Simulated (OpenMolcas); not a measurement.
A run on Rh5+ among 6 point charges of -1 e arranged as an octahedron (Oh), 2.39 Å from the ion.

| Quantity | Value |
| --- | --- |
| Program | OpenMolcas |
| Method | CASSCF |
| Basis | ANO-RCC-VTZP [7s6p4d2f1g] |
| Scalar Hamiltonian | DKH2, point nucleus |
| Active space | 4 electrons in 5 orbitals (4d) |
| State averaging | 2S+1 = 5 even, 5 roots; 2S+1 = 3 even, 45 roots; 2S+1 = 1 even, 50 roots |
| Spin-orbit coupling | state interaction with AMFI integrals over the reference wave functions |

68 basis functions. Blocks (2S+1, parity, CSFs, roots kept): 5, even, 5, 5; 3, even, 45, 45; 1, even, 50, 50.

Question: How long do the RASSCF and RASSI steps take on 1 thread of Arm Neoverse V1, on a shared host?

Answer: About 23 s of wall time, without the integral step.
